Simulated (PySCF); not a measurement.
C5H6F2, SMILES FC([C@H]1C=CC1)F. The structure is a stationary point at PBE-D3(BJ)/def2-SVP. The structure was generated by enumeration; whether it is a known compound was not checked. One conformer was computed; it need not be the lowest.

Problem. Give the equilibrium geometry at PBE-D3(BJ)/def2-SVP (PySCF confirms it by a frequency run) as a Z-matrix. (An estimate is asked for; the answer gives what the named calculation found.)

Solution. This is not unique; one that fits is 
```
C
H 1 1.1121
C 1 1.5173 2 107.55
F 3 1.3699 1 110.80 2 177.40
F 3 1.3718 4 107.61 1 119.91
H 3 1.1160 4 107.76 5 116.28
C 1 1.5209 2 114.88 3 -133.29
C 7 1.3522 1 93.75 2 -113.47
H 7 1.1012 8 134.10 1 -179.49
H 8 1.1013 7 133.41 9 -0.98
C 8 1.5167 10 132.10 7 179.28
H 11 1.1094 8 115.68 10 66.64
H 11 1.1103 12 108.81 8 133.30
```
Charge 0, spin multiplicity 1.
